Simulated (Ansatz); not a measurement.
Abridged output of a molecular run in Ansatz:

```
Functional definition: HF
1096 factors; integrals over basis functions are off by at most 9.2e-4 eV
mean field evaluation 1: about -23383.6627 eV, gradient 2.0e1 eV
mean field evaluation 2: about -23383.8803 eV, gradient 2.0e1 eV
mean field evaluation 4: about -23385.4822 eV, gradient 4.1e0 eV
mean field evaluation 8: about -23385.5389 eV, gradient 2.7e-1 eV
mean field evaluation 32: about -23380.3965 eV, gradient 2.9e-1 eV
mean field -23385.53953499 eV, -859.4027266228 hartree, gradient 3.8e-6 eV, S^2 0.000000; 0 other end points of the search recorded, 0 dependent functions left out; unrestricted orbitals would lower it
mean field evaluation 64: about -23385.5802 eV, gradient 4.0e0 eV
12 core orbitals not correlated: weight in the atoms' cores, before any rotation towards them, 1.000 or more for the frozen orbitals, at most 0.000 for the correlated occupied ones
reference -23385.53953499 eV, -859.4027266228 hartree; 11, 11 occupied and 165, 165 virtual orbitals, 1096 factors
second order -16.37187349 eV of doubles, -0.00000000 eV of singles
cycle   1  -17.02389191 eV  change   -6.5e-1 eV  update   1.1e-1
cycle   2  -17.51921944 eV  change   -5.0e-1 eV  update   3.4e-2
cycle   3  -17.63662473 eV  change   -1.2e-1 eV  update   1.9e-2
cycle   4  -17.62785896 eV  change    8.8e-3 eV  update   5.7e-3
cycle   5  -17.62694322 eV  change    9.2e-4 eV  update   3.0e-3
cycle   6  -17.62696720 eV  change   -2.4e-5 eV  update   9.5e-4
cycle   7  -17.62685712 eV  change    1.1e-4 eV  update   4.3e-4
cycle   8  -17.62690116 eV  change   -4.4e-5 eV  update   1.4e-4
cycle   9  -17.62691031 eV  change   -9.1e-6 eV  update   6.2e-5
cycle  10  -17.62687885 eV  change    3.1e-5 eV  update   2.6e-5
cycle  11  -17.62687609 eV  change    2.8e-6 eV  update   1.5e-5
perturbative correction -0.91692448 eV, -0.0336963530 hartree
Total energy: -23404.08333555 eV, -860.0841987241 hartree
```

Its atoms:

```xyz
7

S     0.0125    1.7701   -1.8727
C    -0.3599    0.4165   -1.0718
B     0.2546    0.0732    0.3183
S    -0.3119   -1.4192    1.0973
H    -1.0770   -0.2715   -1.5300
H     1.0611    0.7753    0.8383
H     0.4206   -1.3444    2.2206
```

Problem. Which basis set was used?
A. def2-SVP
B. def2-TZVPP
C. def2-TZVPPD
D. def2-SVPD

Solution. B. It gives 188 functions.

Problem. Write the keys of the input that set method, charge and spin (a neutral closed shell needs none for the last two).

Solution. 
```yaml
correlation: {method: ccsd_t}
```
